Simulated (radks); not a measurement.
Values are calculated unless marked as measured or tabulated.
Problem. Coherent X-ray form factor from a spherical all-electron density. Code: a radial shooting solver on a logarithmic mesh with Libxc functionals. Model: scalar-relativistic Kohn-Sham, PBE, spin-polarised, spherical densities, finite nucleus; Fermi nuclear charge, rms radius of each element as measured or else 0.836 A^(1/3) + 0.57 fm.

sin(theta)/lambda (1/angstrom),f0 (electrons)
0.05,48.918
0.1,48.674
0.15,48.271
0.2,47.715
0.25,47.016
0.3,46.183
0.4,44.167
0.5,41.779
0.6,39.144
0.8,33.619
1,28.430
1.25,23.157
1.5,19.421
2,15.155

The species is in the configuration that NIST lists as its ground one. Which atom or ion scatters so?

Solution. The mercury ion Hg31+, [Kr] 4d10 4f3. Extrapolating in s^2 from the first two rows gives f0(0) = 49.0, near the electron count 49; among species with that count, the fall with angle is slower the higher Z, and the table is that of Z = 80; from so few rows the species is fixed only to a neighbour or two.
